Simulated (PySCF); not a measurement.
# Dipole response of Pb²⁺ (lead, charge +2)

[Xe] 4f14 5d10 6s2, closed-shell 1S. All numbers are calculated (PySCF 2.14, a scalar-relativistic core potential, in aug-cc-pwCVTZ-PP with ECP60MDF (8s7p6d4f1g, 96 functions)). Coupled (time-dependent) response in atomic units; α is the mean over directions.

```csv
method,mean α (bohr³),C₆ (like pair),S(−4)
UHF,15.60,108.0,74.68
PBE,13.33,92.56,47.72
PBE0,13.77,95.43,52.52
TPSSh,13.81,96.51,51.94
```

S(−4) is the Cauchy moment in α(ω) = α(0) + S(−4) ω² + …

α(iu) at TPSSh:

```json
{"u (hartree)": "0", "α(iu) (bohr³)": "13.81"}
{"u (hartree)": "0.0500", "α(iu) (bohr³)": "13.68"}
{"u (hartree)": "0.100", "α(iu) (bohr³)": "13.31"}
{"u (hartree)": "0.200", "α(iu) (bohr³)": "12.09"}
{"u (hartree)": "0.300", "α(iu) (bohr³)": "10.62"}
{"u (hartree)": "0.500", "α(iu) (bohr³)": "8.053"}
{"u (hartree)": "0.750", "α(iu) (bohr³)": "5.964"}
{"u (hartree)": "1.00", "α(iu) (bohr³)": "4.666"}
{"u (hartree)": "1.50", "α(iu) (bohr³)": "3.158"}
{"u (hartree)": "2.00", "α(iu) (bohr³)": "2.301"}
{"u (hartree)": "3.00", "α(iu) (bohr³)": "1.376"}
{"u (hartree)": "5.00", "α(iu) (bohr³)": "0.6376"}
```

A single London oscillator, α(iu) = α/(1 + u²/ω²), gives C₆ = (3/4) ω α². Matching the computed C₆ needs ω = 4 × 96.51 / (3 × 13.81²) = 0.675 hartree.

For an ion, C₆ is the dispersion term alone; charge-induced terms of lower order in 1/R come first.

Energies and moments cover only the electrons outside the core potential. Spin-orbit coupling, which splits the p, d and f shells strongly at this Z, is absent.
